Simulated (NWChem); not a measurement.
System: BNH3, doublet; SMILES [BH]N

NWChem input:

```
start job
memory heap 200 mb stack 900 mb global 1100 mb
geometry units angstroms noautoz
  B     -0.141025    -0.837440     0.000000
  N     -0.013697     0.540642     0.000000
  H      0.782534    -1.628619     0.000000
  H      0.887220     1.034701     0.000000
  H     -0.812225     1.179079     0.000000
end
basis spherical
  B library def2-svp
  N library def2-svp
  H library def2-svp
end
dft
  odft
  mult 2
  xc slater vwn_5
  iterations 150
end
tddft
  cis
  nroots 6
end
task tddft energy
```

Output (shortened):

```
             Northwest Computational Chemistry Package (NWChem) 7.3.0
             --------------------------------------------------------

 CS  symmetry detected

                             Geometry "geometry" -> ""
                             -------------------------

 Output coordinates in angstroms (scale by  1.889725989 to convert to a.u.)

  No.       Tag          Charge          X              Y              Z
 ---- ---------------- ---------- -------------- -------------- --------------
    1 B                    5.0000    -0.15412368    -0.84796073     0.00000000
    2 N                    7.0000    -0.01165509     0.52863839     0.00000000
    3 H                    1.0000     0.76068266    -1.64924395     0.00000000
    4 H                    1.0000     0.89463832     1.01276440     0.00000000
    5 H                    1.0000    -0.80311696     1.17581447     0.00000000

 Effective nuclear repulsion energy (a.u.)      27.5462475447

      Symmetry information
      --------------------

 Group name             Cs
 Group number              2
 Group order               2
 No. of unique centers     5

                                 NWChem DFT Module
                                 -----------------

 Summary of "ao basis" -> "ao basis" (spherical)
 ------------------------------------------------------------------------------
       Tag                 Description            Shells   Functions and Types
 ---------------- ------------------------------  ------  ---------------------
 B                          def2-svp                 6       14   3s2p1d
 N                          def2-svp                 6       14   3s2p1d
 H                          def2-svp                 3        5   2s1p

      Symmetry analysis of basis
      --------------------------

        a'         32
        a"         11

            General Information
            -------------------
          SCF calculation type: DFT
          Wavefunction type:  spin polarized.
          No. of atoms     :     5
          No. of electrons :    15
           Alpha electrons :     8
            Beta electrons :     7
          Charge           :     0
          Spin multiplicity:     2
          Use of symmetry is: off; symmetry adaption is: on
          Maximum number of iterations: 150
          AO basis - number of functions:    43
                     number of shells:    21
          Convergence on energy requested:  1.00D-06
          Convergence on density requested:  1.00D-05
          Convergence on gradient requested:  5.00D-04

              XC Information
              --------------
                        Slater Exchange Functional  1.000 local
                      VWN V Correlation Functional  1.000 local

             Grid Information
             ----------------
          Grid used for XC integration:  medium
          Radial quadrature: Mura-Knowles
          Angular quadrature: Lebedev.
          Tag              B.-S. Rad. Rad. Pts. Rad. Cut. Ang. Pts.
          ---              ---------- --------- --------- ---------
          B                   0.85       49           8.0       434
          N                   0.65       49           8.0       434
          H                   0.35       45          10.0       434
          Grid pruning is: on
          Number of quadrature shells:   233
          Spatial weights used:  Erf1

      Superposition of Atomic Density Guess
      -------------------------------------

 Sum of atomic energies:         -80.24601328

      Non-variational initial energy
      ------------------------------

 Total energy =     -81.039330
 1-e energy   =    -161.390841
 2-e energy   =      52.805263
 HOMO         =      -0.093490
 LUMO         =       0.044145

   Symmetry analysis of molecular orbitals - initial alpha
   -------------------------------------------------------

  Numbering of irreducible representations:

     1 a'          2 a"

  Orbital symmetries:

[...]

                                NWChem TDDFT Module
                                -------------------

            General Information
            -------------------
           No. of orbitals :      86
            Alpha orbitals :      43
             Beta orbitals :      43
        Alpha frozen cores :       0
         Beta frozen cores :       0
     Alpha frozen virtuals :       0
      Beta frozen virtuals :       0
         Spin multiplicity :       2
    Number of AO functions :      43
        Use of symmetry is : off
      Symmetry adaption is : on
         Schwarz screening :  0.10D-07

              XC Information
              --------------
                 Slater Exchange Functional   1.00 local
               VWN V Correlation Functional   1.00 local

             TDDFT Information
             -----------------
          Calculation type : Tamm-Dancoff TDDFT
         Wavefunction type : Unrestricted
          No. of electrons :      15
           Alpha electrons :       8
            Beta electrons :       7
              No. of roots :       6
          Max subspacesize :    5200
            Max iterations :     100
               Target root :       1
           Target symmetry : none
      Symmetry restriction : off
                 Algorithm : Optimal
        Davidson threshold :  0.10D-03

    6 smallest eigenvalue differences (eV)
--------------------------------------------------------
  No. Spin  Occ  Vir  Irrep   E(Occ)    E(Vir)   E(Diff)
--------------------------------------------------------
    1    1    8    9 a"       -0.144    -0.035     2.961
    2    1    8   10 a'       -0.144     0.023     4.528
    3    2    7    8 a"       -0.274    -0.075     5.400
    4    1    8   11 a'       -0.144     0.072     5.886
    5    1    7    9 a'       -0.277    -0.035     6.585
    6    2    6    8 a'       -0.321    -0.075     6.676
--------------------------------------------------------

  Entering Davidson iterations
  Unrestricted

  Iter   NTrls   NConv    DeltaV     DeltaE      Time
  ----  ------  ------  ---------  ---------  ---------
    1      6       0     0.20E+00   0.10+100        0.6
    2     12       0     0.75E-01   0.49E-01        0.7
    3     18       0     0.13E-01   0.66E-02        0.7
    4     24       4     0.16E-02   0.15E-03        0.7
    5     26       4     0.16E-03   0.28E-05        0.4
    6     28       6     0.78E-04   0.24E-07        0.4
  ----  ------  ------  ---------  ---------  ---------
  Convergence criterion met

  Ground state a'        -80.539779232387 a.u.
  <S2> =   0.7530

  ----------------------------------------------------------------------------
  Root   1         a"             0.112499854 a.u.                3.0613 eV
  <S2> =   0.7497
  ----------------------------------------------------------------------------
     Transition Moments    X  0.00000   Y -0.00000   Z  0.42397
     Dipole Oscillator Strength                    0.0134810053
     Electric Quadrupole                           0.0000000166
     Magnetic Dipole                               0.0000008367
     Total Oscillator Strength                     0.0134818586

     Occ.    8 alpha a'  ---  Virt.    9 alpha a"       0.99351
     Occ.    7 beta  a"  ---  Virt.    8 beta  a'      -0.09304
  ----------------------------------------------------------------------------
  Root   2         a'             0.165817608 a.u.                4.5121 eV
  <S2> =   0.7586
  ----------------------------------------------------------------------------
     Transition Moments    X  0.06611   Y  0.28109   Z  0.00000
     Dipole Oscillator Strength                    0.0092174588
     Electric Quadrupole                           0.0000000157
     Magnetic Dipole                               0.0000004845
     Total Oscillator Strength                     0.0092179590

     Occ.    8 alpha a'  ---  Virt.   10 alpha a'       0.99812
  ----------------------------------------------------------------------------
  Root   3         a"             0.197638172 a.u.                5.3780 eV
  <S2> =   0.7607
  ----------------------------------------------------------------------------
     Transition Moments    X  0.00000   Y  0.00000   Z -0.22963
     Dipole Oscillator Strength                    0.0069475265
     Electric Quadrupole                           0.0000000162
     Magnetic Dipole                               0.0000000723
     Total Oscillator Strength                     0.0069476150

     Occ.    8 alpha a'  ---  Virt.    9 alpha a"      -0.09106
     Occ.    7 beta  a"  ---  Virt.    8 beta  a'      -0.99433
  ----------------------------------------------------------------------------
  Root   4         a'             0.216992983 a.u.                5.9047 eV
  <S2> =   0.7715
  ----------------------------------------------------------------------------
     Transition Moments    X  0.21490   Y  0.52092   Z  0.00000
     Dipole Oscillator Strength                    0.0459362219
     Electric Quadrupole                           0.0000000073
     Magnetic Dipole                               0.0000000095
     Total Oscillator Strength                     0.0459362387

     Occ.    7 alpha a"  ---  Virt.    9 alpha a"      -0.08821
     Occ.    8 alpha a'  ---  Virt.   11 alpha a'      -0.99265
  ----------------------------------------------------------------------------
  Root   5         a'             0.226773709 a.u.                6.1708 eV
  <S2> =   2.7087
  ----------------------------------------------------------------------------
     Transition Moments    X -0.01494   Y  0.13744   Z -0.00000
     Dipole Oscillator Strength                    0.0028893457
     Electric Quadrupole                           0.0000000019
     Magnetic Dipole                               0.0000000117
     Total Oscillator Strength                     0.0028893593

[...]
```

Level: LDA (Slater exchange, VWN5)/def2-SVP, spin-unrestricted, TDA. In the optimisation the excess spin sits in a' (Cs, its own frame). Coordinates come from a PBE-D3(BJ)/def2-SVP, spin-unrestricted optimisation. No stability test was run on the SCF state.
